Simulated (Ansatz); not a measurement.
Two structures, one formula

The two ends of one reaction step of AlNH4Cl2O, singlet (PBE0-D4/def2-TZVP).

A:

Al1  (-0.646, -0.469, 0.034)
O2  (-1.399, 0.999, -0.394)
Cl3  (-0.496, -1.997, -1.434)
Cl4  (-0.897, -1.197, 2.014)
H5  (1.138, 1.256, -0.187)
N6  (1.205, 0.276, 0.075)
H7  (-2.337, 1.113, -0.528)
H8  (1.615, 0.214, 1.002)
H9  (1.817, -0.196, -0.582)
(Å)

B:

```
9
angstrom
Al -0.2264 -0.6717 0.2329
O -1.1660 1.0073 -0.1497
Cl -0.8468 -1.7627 -1.4813
Cl -0.9828 -1.2831 2.0990
H -0.3989 1.5691 -0.3517
N 1.3989 0.0844 0.1651
H -1.7469 0.9800 -0.9199
H 1.9456 0.2007 1.0053
H 2.0235 -0.1241 -0.5997
```

Computed with Ansatz 0.2.0 (basis: def2-TZVPP); correlated methods freeze the cores. B3LYP uses VWN-RPA correlation.

Task: Which structure is lower at CCSD(T), and by how much? (An estimate is asked for; the value comes from the calculation.)

Result: Computed: A, by 95.5 kJ/mol (electronic energy, against the other). By their contacts, A is AlNH₄Cl₂O ([NH3][Al]([OH])([Cl])[Cl]) and B is AlNH₄Cl₂O ([NH2][Al]([OH2])([Cl])[Cl]).

All methods give the same order:

```json
{"method": "SPW92", "E(B) − E(A) (kJ/mol)": "87.6"}
{"method": "PBE-D4", "E(B) − E(A) (kJ/mol)": "91.4"}
{"method": "BLYP-D4", "E(B) − E(A) (kJ/mol)": "94.3"}
{"method": "r2SCAN-D4", "E(B) − E(A) (kJ/mol)": "95.7"}
{"method": "B97M-V", "E(B) − E(A) (kJ/mol)": "96.0"}
{"method": "PBE0-D4", "E(B) − E(A) (kJ/mol)": "94.1"}
{"method": "B3LYP-D4", "E(B) − E(A) (kJ/mol)": "96.3"}
{"method": "r2SCAN0-D4", "E(B) − E(A) (kJ/mol)": "96.7"}
{"method": "BHLYP-D4", "E(B) − E(A) (kJ/mol)": "99.3"}
{"method": "CAM-B3LYP-D4", "E(B) − E(A) (kJ/mol)": "96.6"}
{"method": "wB97X-V", "E(B) − E(A) (kJ/mol)": "96.1"}
{"method": "wB97M-V", "E(B) − E(A) (kJ/mol)": "93.0"}
{"method": "B2PLYP", "E(B) − E(A) (kJ/mol)": "96.8"}
{"method": "PBE-QIDH", "E(B) − E(A) (kJ/mol)": "96.4"}
{"method": "RPA on PBE", "E(B) − E(A) (kJ/mol)": "95.1"}
{"method": "HF", "E(B) − E(A) (kJ/mol)": "103.4"}
{"method": "MP2", "E(B) − E(A) (kJ/mol)": "96.3"}
{"method": "CCSD", "E(B) − E(A) (kJ/mol)": "96.9"}
{"method": "CCSD(T)", "E(B) − E(A) (kJ/mol)": "95.5"}
```

The T1 diagnostic stays at or below 0.009.

Labels in which every atom is bracketed show which atoms are joined, not bond orders.

For scale, one of the runs: CCSD(T)/def2-TZVPP, 244 basis functions, launched by `ansatz run in.yaml --threads 4 --pin off --events-out ev --progress --plain --max-ram 9574MiB`. Hardware: 4 CPU threads of an Arm Neoverse V2, shared host. Wall time 97 s; peak host memory 4.6 GiB.
